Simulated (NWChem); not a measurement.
System: C₄H₄O₂; SMILES C1OCC(C=1)=O

The following NWChem deck was run.

```
start job
memory heap 200 mb stack 700 mb global 900 mb
geometry units angstroms noautosym nocenter noautoz
  O     -0.044410     2.081491     0.000000
  C      0.038974     0.866549     0.000000
  C      1.208969    -0.011172     0.000000
  C      0.751339    -1.281519     0.000000
  O     -0.590973    -1.432180     0.000000
  C     -1.158446    -0.104635     0.000000
  H      2.240899     0.308284     0.000000
  H      1.298856    -2.217528     0.000000
  H     -1.780392     0.010134    -0.892546
  H     -1.780392     0.010134     0.892546
end
basis spherical
  O library 6-31g*
  C library 6-31g*
  H library 6-31g*
end
dft
  xc hfexch
  iterations 150
  mulliken
end
task dft energy
esp
  recalculate
  probe 0.07
  range 0.3
  factor 1.0
  spacing 0.02
end
task esp
```

Parts of the log:

```
             Northwest Computational Chemistry Package (NWChem) 7.3.0
             --------------------------------------------------------

                             Geometry "geometry" -> ""
                             -------------------------

 Output coordinates in angstroms (scale by  1.889725989 to convert to a.u.)

  No.       Tag          Charge          X              Y              Z
 ---- ---------------- ---------- -------------- -------------- --------------
    1 O                    8.0000    -0.04441000     2.08149100     0.00000000
    2 C                    6.0000     0.03897400     0.86654900     0.00000000
    3 C                    6.0000     1.20896900    -0.01117200     0.00000000
    4 C                    6.0000     0.75133900    -1.28151900     0.00000000
    5 O                    8.0000    -0.59097300    -1.43218000     0.00000000
    6 C                    6.0000    -1.15844600    -0.10463500     0.00000000
    7 H                    1.0000     2.24089900     0.30828400     0.00000000
    8 H                    1.0000     1.29885600    -2.21752800     0.00000000
    9 H                    1.0000    -1.78039200     0.01013400    -0.89254600
   10 H                    1.0000    -1.78039200     0.01013400     0.89254600

 Effective nuclear repulsion energy (a.u.)     220.7750283159

  xc_inp: hfexch multiplicative factor not found.

                                 NWChem DFT Module
                                 -----------------

 Summary of "ao basis" -> "ao basis" (spherical)
 ------------------------------------------------------------------------------
       Tag                 Description            Shells   Functions and Types
 ---------------- ------------------------------  ------  ---------------------
 O                           6-31g*                  6       14   3s2p1d
 C                           6-31g*                  6       14   3s2p1d
 H                           6-31g*                  2        2   2s

            General Information
            -------------------
          SCF calculation type: DFT
          Wavefunction type:  closed shell.
          No. of atoms     :    10
          No. of electrons :    44
           Alpha electrons :    22
            Beta electrons :    22
          Charge           :     0
          Spin multiplicity:     1
          Use of symmetry is: off; symmetry adaption is: off
          Maximum number of iterations: 150
          AO basis - number of functions:    92
                     number of shells:    44
          Convergence on energy requested:  1.00D-06
          Convergence on density requested:  1.00D-05
          Convergence on gradient requested:  5.00D-04

              XC Information
              --------------
                     Hartree-Fock (Exact) Exchange  1.000

      Superposition of Atomic Density Guess
      -------------------------------------

 Sum of atomic energies:        -302.14265121

      Non-variational initial energy
      ------------------------------

 Total energy =    -305.447621
 1-e energy   =    -848.881707
 2-e energy   =     322.659058
 HOMO         =      -0.283343
 LUMO         =      -0.015714

     ---------------------------------------------
      Total Density - Mulliken Population Analysis
     ---------------------------------------------

    Atom       Charge   Shell Charges
 -----------   ------   -------------------------------------------------------
    1 O    8     8.95   2.00  0.95  3.14  0.96  1.88  0.02
    2 C    6     5.24   2.00  0.70  1.55  0.43  0.47  0.09
    3 C    6     6.45   2.00  0.74  2.04  0.56  1.07  0.03
    4 C    6     5.58   2.00  0.72  1.63  0.49  0.69  0.06
    5 O    8     8.60   2.00  0.92  2.93  0.92  1.80  0.03
    6 C    6     6.06   2.00  0.70  1.80  0.58  0.93  0.05
    7 H    1     0.77   0.46  0.31
    8 H    1     0.79   0.47  0.32
    9 H    1     0.78   0.47  0.31
   10 H    1     0.78   0.47  0.31

[...]

                     NWChem Electrostatic Potential Fit Module
                     -----------------------------------------

 Atom parameters

 Number of atoms is                                   10
 Number of basis functions is                         92

 Grid parameters

 Maximum number of grid points is                  38591
 Number of grid points is                          38590
 Grid range                                     0.300000 nm
 Grid spacing                                   0.020000 nm
 Probe radius                                   0.070000 nm
 Atom radius factor                             1.000000

 Atomic radii

    1    0.100000
    6    0.147000
    8    0.136000
 FASTESP  F
  using M.O. file = ./job.movecs

    Atom              Coordinates                           Charge

                                                  ESP

    1 O    -0.004441    0.208149    0.000000   -0.615042
    2 C     0.003897    0.086655    0.000000    0.697147
    3 C     0.120897   -0.001117    0.000000   -0.519290
    4 C     0.075134   -0.128152    0.000000    0.229551
    5 O    -0.059097   -0.143218    0.000000   -0.373855
    6 C    -0.115845   -0.010464    0.000000    0.117823
    7 H     0.224090    0.030828    0.000000    0.205571
    8 H     0.129886   -0.221753    0.000000    0.136542
    9 H    -0.178039    0.001013   -0.089255    0.060934
   10 H    -0.178039    0.001013    0.089255    0.060618
                                            ------------
                                               -0.000000

 Dipole moment                                  1.299450

 Quadrupole moment Qxx                         11.975865
                   Qyy                        -14.429731
                   Qzz                          2.453866

 RMS deviation kJ/mol                           0.063374

 RRMS %                                        21.108700
```

Level: Hartree-Fock/6-31G* (spherical d). The geometry was optimised at B3LYP/6-31G* (spherical d).
